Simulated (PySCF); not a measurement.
ClH6NOSi2. Atoms are numbered in the order given.

```xyz
11

O     -1.7746    -0.8970     1.3007
Si    -0.3055    -0.1987     1.0100
Cl    -0.5184     1.6870     0.1567
N      0.6545    -1.0561    -0.1344
Si     1.3638    -0.5022    -1.6426
H     -2.3219    -1.0953     0.5303
H      0.2954    -0.0599     2.3520
H      0.8852    -2.0171     0.1160
H      2.1354    -1.6641    -2.1759
H      2.2894     0.6513    -1.4498
H      0.3292    -0.1125    -2.6452
```

The structure is a stationary point at r2SCAN-D4/def2-SVP. The structure was generated by enumeration; whether it is a known compound was not checked. Other conformers were not sampled.

Level of theory: PySCF 2.14.0 with r2SCAN-D4/def2-SVP.

Frequencies are harmonic and unscaled.

List the normal modes with their intensities. (The exact figures need the calculation; the answer reports its results.)


```csv
mode,ν (cm⁻¹),IR (km/mol),Raman (Å⁴/amu),depolarisation,moving atoms (share of kinetic energy)
1,55,2.1,0.0,–,"N 35 %, H 27 %, O 21 %, Si 14 %"
2,116,1.5,0.4,0.74,"Cl 46 %, Si 41 %, H 9 %"
3,142,0.3,0.3,0.75,H 96 %
4,190,8.6,3.1,0.75,"H 39 %, O 31 %, Cl 15 %, Si 10 %"
5,275,0.7,3.4,0.53,"Si 30 %, H 28 %, O 25 %, N 10 %"
6,299,91.8,0.5,0.70,"H 67 %, N 13 %, O 11 %"
7,340,27.9,2.0,0.74,"Si 32 %, H 28 %, Cl 17 %, N 13 %, O 11 %"
8,406,120.2,2.7,0.68,"H 50 %, N 27 %, O 14 %, Si 9 %"
9,522,53.9,8.4,0.11,"Si 47 %, Cl 40 %"
10,619,19.6,9.2,0.49,"H 47 %, Si 36 %, N 14 %"
11,711,39.2,12.4,0.75,"H 86 %, Si 9 %"
12,733,14.8,4.6,0.35,"H 77 %, N 15 %"
13,788,102.7,0.9,0.74,"H 74 %, O 21 %"
14,839,269.8,16.0,0.48,"H 64 %, Si 18 %, N 17 %"
15,899,365.0,5.9,0.66,H 85 %
16,913,67.9,2.3,0.16,"Si 33 %, O 32 %, H 21 %, N 15 %"
17,938,76.3,23.6,0.75,H 96 %
18,942,256.3,7.2,0.75,"H 49 %, Si 23 %, N 20 %"
19,958,29.1,18.6,0.74,H 88 %
20,1000,77.4,15.2,0.74,"H 81 %, Si 10 %"
21,1187,210.1,0.3,0.69,"H 63 %, N 33 %"
22,2224,127.5,86.7,0.42,H 96 %
23,2227,129.1,178.3,0.16,H 97 %
24,2232,98.5,119.3,0.25,H 97 %
25,2302,122.4,158.2,0.18,H 97 %
26,3575,46.5,98.3,0.26,H 93 %
27,3868,94.1,85.0,0.27,H 94 %
```
